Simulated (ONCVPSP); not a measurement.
# Building the ONCV potential for Ge (PBE, scalar-relativistic).

germanium, optimised norm-conserving Vanderbilt (ONCV), made with ONCVPSP 4.0.1 (PBE, scalar-relativistic). Core [Ar] 3d10, reference 4s2 4p2. Waves: 4s: rc 1.35 bohr, ncon 4, nbas 7, qcut 4.1 1/bohr, 1 projector; 4p: rc 1.35 bohr, ncon 4, nbas 9, qcut 4.8 1/bohr, local; d scattering state at 0.16 Ha: rc 1.80 bohr, ncon 3, nbas 7, qcut 4.5 1/bohr, 3 projectors, debl 2.5 Ha. Local part: the p channel. Core correction: polynomial model core, fcfact 0.55.

All-electron outer shells of the reference configuration (PBE, scalar-relativistic, ld1.x):

```tsv
shell	level (eV)	outermost node (bohr)	outermost maximum (bohr)
3p	-115.62	0.23	0.54
3d	-29.31	–	0.50
4s	-11.73	0.77	1.75
4p	-3.90	0.82	2.22
```

Task: Is a potential produced?

Result: No. ONCVPSP 4.0.1 stopped with "optimize: ERROR ps0norm > uunorm, code will stop": the continuity conditions at rc already need more norm inside rc than the all-electron wave has, so norm conservation cannot be met. It happened in the s channel.
